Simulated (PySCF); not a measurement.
## Working out the excitation energy of O

O [He] 2s2 2p4 (3P) → O [He] 2s1 2p5 (3P). All numbers are calculated (PySCF 2.14, the non-relativistic Hamiltonian (point nucleus), in aug-cc-pVTZ (5s4p3d2f, 46 functions)). Frozen: 1s2. Energies in hartree (1 hartree = 27.21139 eV):

```csv
part,O (lower),O (upper)
UHF,-74.812982,-74.192781
CCSD correlation,-0.162540,-0.209504
(T),-0.003430,-0.014976
```

**Question.** What does Hartree-Fock give?

**Answer.** (-74.192781) − (-74.812982) = 0.620201 hartree = 16.877 eV.

**Question.** What do CCSD and CCSD(T) give?

**Answer.** The CCSD correlation energies differ by -0.046964 hartree = -1.278 eV and the triples by -0.011546 hartree = -0.314 eV, so CCSD gives 15.599 eV and CCSD(T) 15.285 eV.

The upper state lies above the first ionisation limit, where it may autoionise and the basis confines it.

The coupled-cluster amplitudes are large, so a single reference is strained.
